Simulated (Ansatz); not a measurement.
`CC(Br)CCBr` + `CC` → `CCCBr` + `CC(C)Br` at 400 K and 1 bar (formal exchange of groups at a C–C bond).

Computed with Ansatz on PBE0-D4/def2-TZVP structures; ΔE is electronic, products minus reactants. CBS: MP2 limit from def2 TZ/QZ plus the TZ coupled-cluster correction, frozen cores. This one scheme is used for every species. For Br outer-core shells are correlated without core-valence functions, which leaves a few kJ/mol of doubt a bond. Scalar relativity is left out up to krypton. One conformer a species, not always the lowest.

```tsv
species	CCSD(T)/CBS energy (Eh)	H − E (kJ/mol)	S (J/(mol·K))
`CC(Br)CCBr`	-5303.68454	334.9	423.2
`CC`	-79.71954	213.5	244.3
`CCCBr`	-2691.69941	274.9	345.5
`CC(C)Br`	-2691.70361	273.7	341.8
```

H − E and S are ideal-gas, rigid-rotor, harmonic terms from PBE0-D4/def2-TZVP, for one conformer and one mirror image of each species. 1 Eh = 2625.50 kJ/mol, R = 8.31446 J/(mol·K).

Task: By hand: ΔE, ΔH, ΔS and ΔG.

Result: ΔE = (-2691.69941) + (-2691.70361) − (-5303.68454) − (-79.71954) = 0.00106 Eh = 2.8 kJ/mol. Δ(H − E) = 274.9 + 273.7 − 334.9 − 213.5 = 0.2, so ΔH = 3.0 kJ/mol. ΔS = 345.5 + 341.8 − 423.2 − 244.3 = 19.8 J/(mol·K). ΔG = 3.0 − 400 × (19.8)/1000 = -4.9 kJ/mol.

Task: By hand: the equilibrium constant, and the temperature at which ΔG would vanish if ΔH and ΔS stayed fixed.

Result: log₁₀ K = −ΔG/(RT ln 10) = 0.6. ΔG = 0 at ΔH/ΔS = 152 K, though so small a ΔH makes that figure unsure.

TΔS isn't small against ΔH here. The sign of ΔG lies within the doubt. A doubt of 5 kJ/mol in ΔE shifts log₁₀ K by 0.7 here. Other conformers and mirror images would add mixing entropy, several J/(mol·K) or more a flexible species. Modes under 60 cm⁻¹, often nearly free rotors, make the harmonic entropy too high. These are equilibria of isolated gas molecules and say nothing of rates. Largest T1 diagnostic: 0.008 (customary marks: 0.02 for closed shells, 0.045 for open ones).
